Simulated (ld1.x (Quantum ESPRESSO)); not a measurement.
# Configuration tests for Ni (Z = 28) (PAW)

nickel, PAW, made with ld1.x (Quantum ESPRESSO) 7.5 (LDA (PZ), fully relativistic). Core [Ne], reference 3s2 3p6 3d8 4s0.5 4p0 (charge +1.5). Waves: 3s (bound): rcut 1.00, rcutus 1.10 bohr; 4s (bound): rcut 1.00, rcutus 1.10 bohr; 3p (bound): rcut 1.05, rcutus 1.20 bohr; 4p (bound, empty): rcut 1.05, rcutus 1.20 bohr; 3d (bound): rcut 1.15, rcutus 1.60 bohr; 3d channel at 0.6 Ry: rcut 1.15, rcutus 1.60 bohr. Local part: all-electron potential smoothed inside 0.85 bohr (lloc = -1). Core correction: Bessel-smoothed model core inside 1.10 bohr. Augmentation charge: BESSEL, radius 1.10 bohr.

Open shells are filled in proportion to 2j + 1 (rel_dist='average').

Energies are relative to the spin-unpolarised reference configuration 3s2 3p6 3d8 4s0.5 4p0; without spin polarisation the order of configurations can differ from experiment.

```tsv
valence configuration	charge	ΔE all-electron (eV)	error AE − PS (meV)
3s2 3p6 3d8 4s2 4p0	0	-17.385	-0.4
3s2 3p6 3d8 4s1 4p0	+1	-7.784	-0.1
3s2 3p6 3d8 4s0 4p0	+2	9.875	+0.2
3s2 3p6 3d8 4s0 4p1	+1	-2.012	0.0
3s1 3p6 3d8 4s2 4p0	+1	101.472	-3.8
```

Q: What are ΔE and the potential's error for 3s2 3p6 3d9 4s1 4p0?

A: ΔE = -19.015 eV all-electron; the error (AE − PS) is +26 meV.

Q: What are ΔE and the potential's error for 3s2 3p6 3d7 4s2 4p0?

A: ΔE = -0.979 eV all-electron; the error (AE − PS) is +2.7 meV.

The ghost test of this file was not conclusive.
